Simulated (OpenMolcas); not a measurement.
# Rh5+ in a point-charge field

Rh5+ among 6 point charges of -0.8 e arranged as a trigonal prism (D3h), 1.88 Å from the ion, with a polar angle of 58.4° against the regular 49.1°.
```
   1.6017    0.0000    0.9843  -0.80
  -0.8009    1.3872    0.9843  -0.80
  -0.8009   -1.3872    0.9843  -0.80
   1.6017    0.0000   -0.9843  -0.80
  -0.8009    1.3872   -0.9843  -0.80
  -0.8009   -1.3872   -0.9843  -0.80
```

* Program: OpenMolcas
* Method: SS-CASPT2, IPEA 0.25 Eh, imaginary shift 0.1 Eh (closed shells correlated: 4s 4p)
* Basis: ANO-RCC-VDZP [6s5p3d1f]
* Scalar Hamiltonian: DKH2, point nucleus
* Active space: 4 electrons in 5 orbitals (4d)
* State averaging: 2S+1 = 5 even, 5 roots; 2S+1 = 3 even, 45 roots; 2S+1 = 1 even, 50 roots
* Spin-orbit coupling: RASSI with atomic mean-field integrals over the reference wave functions

The lowest spin-free states (labels of D3, the rotations of D3h), above the lowest:

```json
{"State": "5E", "Degeneracy": "2", "E (cm-1)": "0", "Free-ion L (%)": "D (100)"}
{"State": "5E", "Degeneracy": "2", "E (cm-1)": "740", "Free-ion L (%)": "D (100)"}
{"State": "5A1", "Degeneracy": "1", "E (cm-1)": "2940", "Free-ion L (%)": "D (100)"}
{"State": "3A2", "Degeneracy": "1", "E (cm-1)": "20340", "Free-ion L (%)": "H (89)"}
{"State": "3E", "Degeneracy": "2", "E (cm-1)": "20500", "Free-ion L (%)": "H (96)"}
{"State": "3A2", "Degeneracy": "1", "E (cm-1)": "20730", "Free-ion L (%)": "H (72)"}
{"State": "3A1", "Degeneracy": "1", "E (cm-1)": "20730", "Free-ion L (%)": "H (73)"}
{"State": "3E", "Degeneracy": "2", "E (cm-1)": "21160", "Free-ion L (%)": "H (100)"}
{"State": "3E", "Degeneracy": "2", "E (cm-1)": "21260", "Free-ion L (%)": "H (96)"}
{"State": "3A2", "Degeneracy": "1", "E (cm-1)": "21540", "Free-ion L (%)": "P (49)"}
{"State": "3E", "Degeneracy": "2", "E (cm-1)": "21830", "Free-ion L (%)": "H (93)"}
{"State": "3E", "Degeneracy": "2", "E (cm-1)": "22210", "Free-ion L (%)": "P (85)"}
{"State": "3E", "Degeneracy": "2", "E (cm-1)": "23070", "Free-ion L (%)": "F (93)"}
{"State": "3E", "Degeneracy": "2", "E (cm-1)": "23590", "Free-ion L (%)": "F (95)"}
{"State": "3A2", "Degeneracy": "1", "E (cm-1)": "23650", "Free-ion L (%)": "F (56)"}
{"State": "3A1", "Degeneracy": "1", "E (cm-1)": "23760", "Free-ion L (%)": "F (64)"}
{"State": "3A2", "Degeneracy": "1", "E (cm-1)": "23770", "Free-ion L (%)": "F (64)"}
{"State": "3A1", "Degeneracy": "1", "E (cm-1)": "24700", "Free-ion L (%)": "G (84)"}
{"State": "3A2", "Degeneracy": "1", "E (cm-1)": "24700", "Free-ion L (%)": "G (84)"}
{"State": "3E", "Degeneracy": "2", "E (cm-1)": "25000", "Free-ion L (%)": "G (98)"}
```

The lowest levels with spin-orbit coupling:

```csv
E (cm-1),Degeneracy,Label,2S+1,g
0,1,A1,5,
300,1,A2,5,
920,2,E,5,0.00 0.00 1.06
1910,2,E,5,0.00 0.00 4.73
2040,2,E,5,0.00 0.00 4.95
2270,1,A1,5,
2970,2,,5,0.00 0.00 8.54
3300,1,A2,5,
3510,2,E,5,0.00 0.00 2.20
3930,2,E,5,0.00 0.00 5.69
4210,2,E,5,0.00 0.00 11.96
4670,2,,5,0.00 0.00 9.41
6010,2,E,5,0.00 0.00 7.54
6270,2,E,5,0.00 0.00 3.77
6340,1,A1,5,
19360,1,A1,3 (90 %),
21070,2,E,3,0.00 0.00 2.71
21120,2,E,3,0.00 0.00 1.90
21340,1,A1,3,
21750,2,E,3,0.00 0.00 6.77
```

Powder χT (cm3 K/mol): 0.00505 at 2 K, 0.0253 at 10 K, 0.126 at 50 K, 0.25 at 100 K, 0.455 at 200 K, 0.609 at 300 K. The effective moment at 300 K is 2.828 √(χT) = 2.21 μB.

The lowest level has 2S+1 = 5, for which the spin-only value is χT = S(S+1) / 2 = 3.000 cm3 K/mol (g = 2). The computed 0.609 at 300 K differs by -2.391, through orbital momentum, spin-orbit coupling and any other state in reach.

Roots that are degenerate in the reference are averaged as groups; the widest CASPT2 spread within a group is 190 cm-1 (the 2-fold group of multiplicity 5 near 0 cm-1 above the lowest state of its run). Shifts and gaps below about the spread of the groups concerned are not significant. Spin-orbit coupling mixes the spin-free states strongly: the lowest level takes only 69 % from its leading state, 5E. An orbital doublet at a regular site is open to a Jahn-Teller distortion, which this geometry leaves out. Point charges give a weaker field than real ligands, and real ions of this kind are as a rule low spin; the high spin found here belongs to the model. The ground term spreads over less than 5000 cm-1, several times less than with real ligands, so orbital moments are less quenched and χT lies further from the spin-only value than at real sites. Free-ion shares, where given, are those of the reference states; single-state CASPT2 does not remix them. Point charges carry no covalency, so the field is a model and not that of real ligands. No measured value stands beside these numbers.

The CASPT2 steps took 12 s on 1 thread of Intel(R) Xeon(R) Platinum 8259CL CPU @ 2.50GHz (Skylake/Cascade Lake) (shared host); the integral step is not counted.

With an even number of electrons the g values are those of a degenerate or nearly degenerate non-Kramers pair.
